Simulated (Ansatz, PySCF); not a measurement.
Ways to break one bond of F[SiH2][SiH2]F:

A. F[SiH2][SiH2]F -> F[SiH][SiH2]F + H atom
B. F[SiH2][SiH2]F → F[SiH2][SiH2] + F atom

Quantity: bond dissociation energy (enthalpy at 298 K, with B3LYP-D3(BJ) rigid-rotor harmonic-oscillator terms from PySCF), kcal/mol. Geometries: B3LYP-D3(BJ)/def2-TZVP minima from Ansatz (a first-principles code), one conformer each, not searched for the lowest. Correlated levels leave the core frozen unless marked. Open shells are spin-unrestricted. No spin-orbit coupling. No relativistic terms. CBS(X,Y): correlation extrapolated as X^-3; Hartree-Fock from the larger set.

```
   HF/cc-pV(Q+d)Z (Ansatz)  CAM-B3LYP-D4/def2-TZVPD (Ansatz + dftd4)  RI-MP2/cc-pV(T+d)Z (Ansatz)  CCSD(T)/CBS(aug-cc-pV(T+d)Z,aug-cc-pV(Q+d)Z) (Ansatz)
-  -----------------------  ----------------------------------------  ---------------------------  -----------------------------------------------------
A                     71.4                                      89.5                         87.8                                                   91.3
B                    108.3                                     144.5                        148.7                                                  146.8
```
